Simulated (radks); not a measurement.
Fractional charge and spin in the 1s shell of boron: the spin-up occupation runs from 0 to 1 and the spin-down occupation from 0 to 1; the fullest corner is B3+, 1s(up 1, down 1). Calculated with a radial shooting solver on a logarithmic mesh with Libxc functionals: scalar-relativistic Kohn-Sham, PBEsol, spin-polarised, spherical densities, finite nucleus; Fermi nuclear charge, rms radius of each element as measured or else 0.836 A^(1/3) + 0.57 fm. Energy (eV) above the fullest corner. The planes named below are the two flat planes that join the four corners, with an edge along up + down = one added electron.

down \ up,0,0.25,0.5,0.75,1
0,595.299,506.038,419.311,336.355,257.479
0.25,506.038,422.022,340.503,262.661,188.791
0.5,419.311,340.503,264.136,191.344,122.409
0.75,336.355,262.661,191.344,123.497,59.392
1,257.479,188.791,122.409,59.392,0.000

Corners above the fullest one (they belong to B4+ and the next ion): (up 1, down 0) 257.48 eV, (up 0, down 1) 257.48 eV, (up 0, down 0) 595.30 eV. With half an added electron in each spin the energy lies 6.656 eV from the planes (fractional-spin error, the static-correlation error of a stretched bond), and with half an added electron in spin up alone -7.078 eV (fractional-charge error). For a frontier s shell over closed shells the exact functional lies on the planes.
